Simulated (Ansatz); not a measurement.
Start from `B[Si](C)(N)F` and change one atom or group to get `C[Si](N)(F)BO`.

Ansatz, PBE0-D4/def2-TZVP geometries, multiplicity 1. Each molecule was computed in one conformer, which needn't be the lowest.

```json
{"property": "size of the dipole moment (ωB97M-V/def2-TZVPP) / D", "`B[Si](C)(N)F`": "1.81"}
{"property": "HOMO–LUMO gap (PBE/def2-TZVPP) / eV", "`B[Si](C)(N)F`": "3.14"}
{"property": "size of the dipole moment (B3LYP/def2-TZVPP) / D", "`B[Si](C)(N)F`": "1.84"}
{"property": "LUMO energy (PBE/def2-TZVPP) / eV", "`B[Si](C)(N)F`": "-3.23"}
{"property": "HOMO–LUMO gap (ωB97M-V/def2-TZVPP) / eV", "`B[Si](C)(N)F`": "9.73"}
{"property": "HOMO energy (ωB97M-V/def2-TZVPP) / eV", "`B[Si](C)(N)F`": "-9.99"}
```

(1) What does the change do to each property? (Best estimate.)

Results:

(1) Computed: 
```
                                          property  `C[Si](N)(F)BO`  shift
size of the dipole moment (ωB97M-V/def2-TZVPP) / D             2.16   0.35
               HOMO–LUMO gap (PBE/def2-TZVPP) / eV             4.18   1.04
  size of the dipole moment (B3LYP/def2-TZVPP) / D             2.17   0.33
                 LUMO energy (PBE/def2-TZVPP) / eV            -1.93   1.30
           HOMO–LUMO gap (ωB97M-V/def2-TZVPP) / eV            10.73   1.00
             HOMO energy (ωB97M-V/def2-TZVPP) / eV            -9.74   0.25
```

With PBE0 the HOMO rises by 0.18 eV and the LUMO rises by 1.25 eV, so the gap widens by about 1.07 eV. PBE moves the HOMO by 0.25 eV and ωB97M-V by 0.25 eV. Dipoles are sizes alone; their direction can turn.

B3LYP here is the variant with VWN-RPA as its local correlation; programs differ in this.
